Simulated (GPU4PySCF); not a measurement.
GPU4PySCF input for C13H10, SMILES c1ccc2c(c1)Cc1ccccc1-2, B3LYP-D3(BJ)/def2-TZVP. Coordinates come from a B3LYP-D3(BJ)/def2-TZVP optimisation. One conformer was computed; it need not be the lowest.

```python
import numpy as np
import cupy as cp
from pyscf import gto, lo
from gpu4pyscf import dft
from gpu4pyscf.properties import polarizability, raman as raman_tools
from pyscf.hessian import thermo

mol = gto.M(
    atom='''
    C     3.44716101    0.00000000   -0.11379076
    C     3.00346092   -0.00000000    1.20721434
    C     1.64372651    0.00000000    1.49835317
    C     0.73223379   -0.00000000    0.44824771
    C     1.18064129   -0.00000000   -0.88379066
    C     2.53513916    0.00000000   -1.16781349
    C    -0.00000000    0.00000000   -1.82576182
    C    -1.18064128   -0.00000000   -0.88379066
    C    -2.53513916    0.00000000   -1.16781350
    C    -3.44716101   -0.00000000   -0.11379076
    C    -3.00346092    0.00000000    1.20721434
    C    -1.64372650   -0.00000000    1.49835317
    C    -0.73223380    0.00000000    0.44824771
    H     4.50918226   -0.00000000   -0.32224805
    H     3.72533743   -0.00000000    2.01372207
    H     1.30497881   -0.00000000    2.52669473
    H     2.88679888   -0.00000000   -2.19251451
    H    -0.00000000   -0.87787184   -2.47889065
    H    -0.00000000    0.87787184   -2.47889065
    H    -2.88679889   -0.00000001   -2.19251451
    H    -4.50918226    0.00000000   -0.32224805
    H    -3.72533743    0.00000000    2.01372207
    H    -1.30497882   -0.00000000    2.52669473
    ''',
    basis='def2-TZVP',
    charge=0,
    spin=0,
    max_memory=12000,
    verbose=3,
)
mf = dft.RKS(mol, xc='b3lyp').density_fit(auxbasis='def2-universal-jkfit')
mf.disp = 'd3bj'
mf.grids.atom_grid = (99, 590)
mf.conv_tol = 1e-11
mf.max_cycle = 100
mf.kernel()
# [left out here: the lines that compute and print the analytic Hessian (its translational invariance restored by hand, since the grid's response is missing), thermochemistry and intensities]
```

Program output:

```
converged SCF energy = -501.651825028807

WARN: DFTD3 does not support analytical Hessian, using finite difference


WARN: Mole.unit (angstrom) is changed to Bohr

temperature 298.1500 [K]
pressure 101325.00 [Pa]
Rotational constants [GHz] 2.19232 0.58864 0.46537
Symmetry number 2
Zero-point energy (ZPE) 0.18752 [Eh]   492325.323 [J/mol]
                           tot       elec      trans        rot        vib
Entropy [J/mol/K]       381.740      0.000    172.518    122.519     86.704
Cv [J/mol/K]            159.370      0.000     12.472     12.472    134.426
Cp [J/mol/K]            167.684      0.000     20.786     12.472    134.426
Internal energy [J/mol]                      3718.434   3718.434 508356.285
Internal energy [Eh]   -501.45537  -501.65183
Enthalpy [J/mol]                             6197.391   3718.434 508356.285
Enthalpy [Eh]          -501.45443
Gibbs free energy [J/mol]                  -45238.759 -32810.563 482505.624
Gibbs free energy [Eh] -501.49778
mode   freq/cm-1   IR/(km/mol)
   1       96.69         0.684
   2      136.98         0.000
   3      218.21         0.198
   4      242.87         6.640
   5      274.62         0.000
   6      422.37         6.246
   7      424.69         0.385
   8      437.86         0.000
   9      483.02         0.564
  10      502.94         0.218
  11      556.75         0.146
  12      575.94         0.000
  13      640.45         7.430
  14      649.40         0.286
  15      708.49         5.747
  16      740.61         0.000
  17      752.24       123.766
  18      764.03         0.031
  19      797.71         0.000
  20      818.37         0.353
  21      859.29         0.070
  22      869.52         0.521
  23      878.36         0.000
  24      922.18         0.081
  25      933.02         0.000
  26      959.34         0.000
  27      961.30         0.249
  28      969.62         2.802
  29     1032.37         4.460
  30     1049.38         0.681
  31     1056.39         4.175
  32     1122.23         2.958
  33     1134.08         0.180
  34     1163.41         0.000
  35     1179.91         0.371
  36     1182.94         0.002
  37     1196.94         3.401
  38     1213.46         2.425
  39     1223.68         3.726
  40     1256.69         3.136
  41     1326.19         0.327
  42     1334.43         3.208
  43     1348.04         6.679
  44     1382.49         0.245
  45     1451.11        11.493
  46     1483.73         9.552
  47     1491.16        19.978
  48     1513.76         0.065
  49     1516.44         6.588
  50     1622.78         1.534
  51     1624.48         0.253
  52     1651.38         0.000
  53     1653.29         3.890
  54     3028.79        14.740
  55     3052.16         6.480
  56     3164.14         2.443
  57     3164.49         8.053
  58     3170.09         1.933
  59     3171.70         4.194
  60     3181.25         5.600
  61     3182.52        35.179
  62     3193.51        41.586
  63     3194.10         4.869
max |gradient| / (hartree/bohr): 3.262417761114647e-05
APT charges: [-0.0865 -0.0601 -0.0277  0.056  -0.0482  0.0292  0.0771 -0.0482  0.0293
 -0.0865 -0.0601 -0.0277  0.0559  0.0276  0.0237  0.0367  0.0256 -0.0148
 -0.0148  0.0256  0.0276  0.0237  0.0368]
```

Self-consistency was reached.
